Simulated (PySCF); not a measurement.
## Frontier orbitals and the lowest excitations

Compound: C₇H₇FO.
Z-matrix (Å and degrees, PBE0-D3(BJ)/def2-SVP geometry), rows numbered from 1:
```
C 
O   1  1.4001
C   2  1.3459  1  118.82
C   3  1.4033  2  116.51  1  -179.95
C   4  1.3876  3  119.87  2   179.94
C   5  1.3973  4  121.22  3     0.00
C   6  1.3859  5  117.78  4     0.03
F   7  1.3330  6  119.43  5   179.99
C   7  1.3919  6  122.71  5    -0.02
H   1  1.1043  2  111.82  3   -61.29
H   1  1.1043  2  111.81  3    60.90
H   1  1.0972  2  106.69  3   179.81
H   4  1.0908  3  118.35  2    -0.02
H   5  1.0925  4  119.40  3  -179.98
H   6  1.0904  5  122.35  4   180.00
H   9  1.0890  3  122.94  2     0.07
```

The calculation used TDDFT PBE0/def2-SVPD, vertical, gas phase, core orbitals frozen in the response (PySCF 2.14.0, density-fitted response routines).

Kohn–Sham orbitals with the atoms that hold most of them (Löwdin shares over 4%, at most four atoms; ? is withheld):

```
orbital  ε (eV)                              atoms
 LUMO+2    0.70  C1 30%, H10 12%, H11 12%, H12 10%
 LUMO+1   -0.02     C3 21%, C6 19%, C7 16%, C4 12%
   LUMO   -0.34                                  ?
   HOMO   -6.64     C6 20%, O2 18%, C4 17%, C3 13%
 HOMO-1   -7.39                                  ?
 HOMO-2   -9.34      O2 26%, C6 15%, C5 13%, C1 9%
 HOMO-3   -9.80      O2 40%, C1 14%, C3 10%, C9 8%
```

(1) Which atoms hold the LUMO, and with what shares?

(2) Give the leading atoms of the HOMO-1.

(3) How does S1 compare with the orbital gap of 6.30 eV?

(4) Give energy, strength and leading configuration of S1 and S2, and follow the Löwdin shares of the leading atoms from the occupied to the empty orbital.

## Answers

(1) C5 (bonded to 2 C and H) 25%; C9 (bonded to 2 C and H) 18%; C4 (bonded to 2 C and H) 15%; C7 (bonded to 2 C and F) 13%.

(2) C9 (bonded to 2 C and H) 28%; C5 (bonded to 2 C and H) 19%; C7 (bonded to 2 C and F) 14%; C4 (bonded to 2 C and H) 13%.

(3) S1 is at 5.18 eV (f = 0.028), 1.12 eV below the gap, made of HOMO→LUMO (78%), HOMO-1→LUMO+1 (22%). 

(4) 
- S1 (5.18 eV, f 0.028), HOMO→LUMO (78%): C6 20% → at most 13%, O2 18% → at most 13%, C5 at most 13% → 25%, C9 at most 13% → 18%
- S2 (5.92 eV, f 0.084), HOMO→LUMO+1 (75%): C6 20% → 19%, O2 18% → at most 12%, C3 13% → 21%

Löwdin shares depend on the basis, the more so with diffuse functions.

One conformer stands for the species.
